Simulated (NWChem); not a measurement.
System: GaBrF2; SMILES [Br][Ga]([F])[F]

Here is an NWChem input.

```
start job
memory heap 200 mb stack 900 mb global 1100 mb
geometry units angstroms noautosym nocenter noautoz
  Ga     0.000000     0.000000     0.742528
  F      0.000000    -1.471902     1.658556
  F      0.000000     1.471902     1.658556
  Br     0.000000     0.000000    -1.499169
end
basis spherical
  * library 6-31g*
end
dft
  xc hfexch
  iterations 150
end
property
  shielding 3 1 2 4
end
task dft property
```

NWChem printed, in part:

```
             Northwest Computational Chemistry Package (NWChem) 7.3.0
             --------------------------------------------------------

                             Geometry "geometry" -> ""
                             -------------------------

 Output coordinates in angstroms (scale by  1.889725989 to convert to a.u.)

  No.       Tag          Charge          X              Y              Z
 ---- ---------------- ---------- -------------- -------------- --------------
    1 Ga                  31.0000     0.00000000     0.00000000     0.74252800
    2 F                    9.0000     0.00000000    -1.47190200     1.65855600
    3 F                    9.0000     0.00000000     1.47190200     1.65855600
    4 Br                  35.0000     0.00000000     0.00000000    -1.49916900

 Effective nuclear repulsion energy (a.u.)     536.6997072800

  xc_inp: hfexch multiplicative factor not found.
                              NWChem Property Module
                              ----------------------

  itol2e modified to match energy
  convergence criterion.

                                 NWChem DFT Module
                                 -----------------

 Summary of "ao basis" -> "ao basis" (spherical)
 ------------------------------------------------------------------------------
       Tag                 Description            Shells   Functions and Types
 ---------------- ------------------------------  ------  ---------------------
 Ga                          6-31g*                 12       32   5s4p3d
 F                           6-31g*                  6       14   3s2p1d
 Br                          6-31g*                 12       32   5s4p3d

  itol2e modified to match energy
  convergence criterion.

            General Information
            -------------------
          SCF calculation type: DFT
          Wavefunction type:  closed shell.
          No. of atoms     :     4
          No. of electrons :    84
           Alpha electrons :    42
            Beta electrons :    42
          Charge           :     0
          Spin multiplicity:     1
          Use of symmetry is: off; symmetry adaption is: off
          Maximum number of iterations: 150
          AO basis - number of functions:    92
                     number of shells:    36
          Convergence on energy requested:  1.00D-07
          Convergence on density requested:  1.00D-05
          Convergence on gradient requested:  5.00D-04

              XC Information
              --------------
                     Hartree-Fock (Exact) Exchange  1.000

      Superposition of Atomic Density Guess
      -------------------------------------

 Sum of atomic energies:       -4693.77734089

      Non-variational initial energy
      ------------------------------

 Total energy =   -4694.029694
 1-e energy   =   -7614.948155
 2-e energy   =    2384.218754
 HOMO         =      -0.417175
 LUMO         =      -0.077936

   convergence    iter        energy       DeltaE   RMS-Dens  Diis-err
 ---------------- ----- ----------------- --------- --------- ---------
 d= 0,ls=0.0,diis     1  -4693.9985960529 -5.23D+03  9.00D-03  8.19D-01
 d= 0,ls=0.0,diis     2  -4694.0551005809 -5.65D-02  2.88D-03  4.08D-01
 d= 0,ls=0.0,diis     3  -4694.0856343662 -3.05D-02  5.89D-04  2.25D-03
 d= 0,ls=0.0,diis     4  -4694.0860466223 -4.12D-04  1.94D-04  3.30D-04
 d= 0,ls=0.0,diis     5  -4694.0860945141 -4.79D-05  5.35D-05  2.68D-05
  Resetting Diis
 d= 0,ls=0.0,diis     6  -4694.0860986877 -4.17D-06  2.29D-05  1.83D-06
 d= 0,ls=0.0,diis     7  -4694.0860992799 -5.92D-07  6.23D-06  1.91D-07
 d= 0,ls=0.0,diis     8  -4694.0860993440 -6.41D-08  3.42D-06  4.64D-08

         Total DFT energy =    -4694.086099343998
      One electron energy =    -7614.798501982475
           Coulomb energy =     2567.511468629473
    Exchange-Corr. energy =     -183.498773270989
 Nuclear repulsion energy =      536.699707279994

 Numeric. integr. density =        0.000000000000

                       DFT Final Molecular Orbital Analysis
                       ------------------------------------

 Vector   40  Occ=2.000000D+00  E=-5.248478D-01
              MO Center=  2.4D-15, -2.0D-13, -8.7D-01, r^2= 2.9D+00
   Bfn.  Coefficient  Atom+Function         Bfn.  Coefficient  Atom+Function
  ----- ------------  ---------------      ----- ------------  ---------------
    73      0.622936  4 Br pz                13     -0.306629  1 Ga pz
    69     -0.286523  4 Br pz                10     -0.225071  1 Ga s
    37      0.170446  2 F  pz                51      0.170446  3 F  pz
    70      0.169802  4 Br s                 77      0.164549  4 Br pz
    41      0.125542  2 F  pz                55      0.125542  3 F  pz

 Vector   41  Occ=2.000000D+00  E=-4.611253D-01
              MO Center=  1.9D-15, -9.2D-15, -1.4D+00, r^2= 1.6D+00
   Bfn.  Coefficient  Atom+Function         Bfn.  Coefficient  Atom+Function
  ----- ------------  ---------------      ----- ------------  ---------------
    71      0.753048  4 Br px                75      0.341991  4 Br px
    67     -0.336477  4 Br px                63      0.100446  4 Br px
    11      0.093869  1 Ga px                31      0.047832  1 Ga d  1
    21     -0.042867  1 Ga d  1              35     -0.039255  2 F  px
    49     -0.039255  3 F  px                 7     -0.036521  1 Ga px

 Vector   42  Occ=2.000000D+00  E=-4.568656D-01
              MO Center= -2.2D-15, -2.4D-14, -1.4D+00, r^2= 1.7D+00
   Bfn.  Coefficient  Atom+Function         Bfn.  Coefficient  Atom+Function
  ----- ------------  ---------------      ----- ------------  ---------------
    72      0.766650  4 Br py                68     -0.340964  4 Br py
    76      0.337405  4 Br py                64      0.101747  4 Br py
    29     -0.055246  1 Ga d -1              37     -0.052746  2 F  pz
    51      0.052746  3 F  pz                19      0.049087  1 Ga d -1
    41     -0.044367  2 F  pz                55      0.044367  3 F  pz

[...]

          -----------------------------------------
          Chemical Shielding Tensors (GIAO, in ppm)
          -----------------------------------------

                                NWChem CPHF Module
                                ------------------

  scftype          =     RHF
  nclosed          =       42
  nopen            =        0
  variables        =     2100
  # of vectors     =        3
  tolerance        = 0.10D-03
  level shift      = 0.00D+00
  max iterations   =       50
  max subspace     =       30

 SCF residual:    1.6712620633876907E-004

Iterative solution of linear equations
  No. of variables     2100
  No. of equations        3
  Maximum subspace       30
        Iterations       50
       Convergence  1.0D-04

   iter   nsub   residual    time
   ----  ------  --------  ---------
     1      3    8.75D-01      68.6
     2      6    8.05D-02      79.0
     3      9    1.94D-02      88.6
     4     12    3.64D-03      98.7
     5     15    6.13D-04     109.2
     6     18    9.59D-05     119.1

      Atom:    1  Ga
        Diamagnetic
   2633.0594     -0.0000     -0.0000
     -0.0000   2637.5598     -0.0000
     -0.0000     -0.0000   2640.7352

        Paramagnetic
   -983.2249     -0.0000     -0.0000
     -0.0000   -739.4199      0.0000
     -0.0000      0.0000   -534.2402

        Total Shielding Tensor
   1649.8345     -0.0000     -0.0000
     -0.0000   1898.1399      0.0000
     -0.0000      0.0000   2106.4951

           isotropic =    1884.8231
          anisotropy =     332.5079

          Principal Components and Axis System
                 1           2           3
             2106.4951   1898.1399   1649.8345

      1        -0.0000     -0.0000      1.0000
      2        -0.0000      1.0000      0.0000
      3         1.0000      0.0000      0.0000

      Atom:    2  F
        Diamagnetic
    455.8343      0.0000      0.0000
      0.0000    482.4533    -16.7844
      0.0000    -16.7844    466.9881

        Paramagnetic
    -65.7295     -0.0000     -0.0000
     -0.0000    -97.5803    -54.9412
     -0.0000    -54.9412    -92.8748

        Total Shielding Tensor
    390.1048     -0.0000     -0.0000
     -0.0000    384.8730    -71.7257
     -0.0000    -71.7257    374.1133

           isotropic =     383.0304
          anisotropy =     102.5849

          Principal Components and Axis System
                 1           2           3
              451.4203    390.1048    307.5660

      1        -0.0000      1.0000      0.0000
      2         0.7331     -0.0000      0.6801
      3        -0.6801     -0.0000      0.7331

      Atom:    3  Br
        Diamagnetic
   3113.2627      0.0000      0.0000
      0.0000   3113.2710     -0.0000
      0.0000     -0.0000   3131.1252

        Paramagnetic
   -138.7360      0.0000     -0.0000
      0.0000   -204.4194      0.0000
     -0.0000      0.0000    -67.6992

        Total Shielding Tensor
   2974.5267      0.0000     -0.0000
      0.0000   2908.8516      0.0000
     -0.0000      0.0000   3063.4260

           isotropic =    2982.2681
          anisotropy =     121.7369

          Principal Components and Axis System
                 1           2           3
             3063.4260   2974.5267   2908.8516

      1         0.0000      1.0000      0.0000
      2         0.0000      0.0000      1.0000
      3         1.0000      0.0000      0.0000
```

Level: Hartree-Fock/6-31G* (spherical d), GIAO. Geometry: optimised at PBE0/def2-SVP. The output numbers the shielded atoms by their place in the input's list. The printed shielding anisotropy is the first printed principal value minus the mean of the other two.
